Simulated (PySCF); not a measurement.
H4O2SiZn, SMILES [OH][Zn][O][SiH3].

Geometry: PBE0-D3(BJ)/def2-SVP. The structure was generated by enumeration; whether it is a known compound was not checked. Other conformers were not sampled.

Two levels are set side by side: TDDFT-PBE/def2-SVPD (PySCF) and TDDFT-B3LYP/def2-SVPD (PySCF). Vertical, same geometry. The lowest singlet is HOMO→LUMO 93 % with PBE and HOMO→LUMO 66 %, HOMO−1→LUMO 21 %, HOMO−2→LUMO 11 % with the other functional; states are paired by order. Differences are taken from unrounded values.

```
quantity                              TDDFT-B3LYP
------------------------------------  -----------
lowest singlet excitation (eV)               5.31
lowest triplet excitation (TDA) (eV)         4.97
```

Question: What does TDDFT-PBE give, and how far is it from TDDFT-B3LYP? (Estimate from the structure and the level; the computed values follow.)

Answer: 
```json
[
 {"quantity": "lowest singlet excitation (eV)", "TDDFT-PBE": "4.70", "TDDFT-PBE minus TDDFT-B3LYP": "-0.61"},
 {"quantity": "lowest triplet excitation (TDA) (eV)", "TDDFT-PBE": "4.44", "TDDFT-PBE minus TDDFT-B3LYP": "-0.53"}
]
```

A lower first singlet is the usual sign of a functional without exact exchange. Differences between two approximate levels are no errors against the true value.

Rough cost on one machine, each run with all the roots and properties that it gave: TDDFT-B3LYP against TDDFT-PBE about 4 times.
